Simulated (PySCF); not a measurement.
# HgF: energy against distance

Set-up: PySCF, scalar-relativistic core potentials, basis sets Hg cc-pVDZ-PP with ECP60, F cc-pVDZ. Energies in eV from Hg + F in their ground configurations at the same level. State: ²Σ⁺ (doublet), unpaired electrons σ ↑.

All columns are PBE0. A positive dipole means Hg(−)F(+).

```tsv
R (Å)	E (eV)	μ (D)	Mulliken charge on Hg (basis-dependent)	HOMO (eV)	LUMO (eV)	Mayer bond order	⟨S²⟩
1.767	-0.423	-1.60	0.40	-6.88	-3.55	0.95	0.75
1.849	-0.946	-2.01	0.40	-7.11	-3.86	0.93	0.75
1.932	-1.214	-2.36	0.39	-7.32	-4.12	0.92	0.76
1.993	-1.301	-2.58	0.38	-7.46	-4.28	0.91	0.76
2.055	-1.322	-2.75	0.37	-7.59	-4.42	0.90	0.76
2.117	-1.297	-2.88	0.36	-7.71	-4.55	0.88	0.76
2.199	-1.219	-2.99	0.33	-7.85	-4.68	0.85	0.76
2.302	-1.084	-3.03	0.30	-7.99	-4.81	0.80	0.76
2.425	-0.909	-2.95	0.26	-8.11	-4.93	0.71	0.76
2.589	-0.694	-2.73	0.22	-8.18	-5.07	0.59	0.76
```

A fit through these points gives, at Re = 2.049 Å, μ = -2.74 D and dμ/dR = -2.56 D/Å; the reduced mass is 17.36 u.

Q: How strong is the fundamental in the double-harmonic approximation, I = 42.26·(dμ/dR)²/μred km/mol?

A: I = 42.26·(-2.56)²/17.36 = 16.0 km/mol at PBE0.

These are scalar-relativistic numbers at best; spin–orbit coupling would shift them, the dissociation energy most. The state was picked by a PBE0 search and need not be the measured ground state.
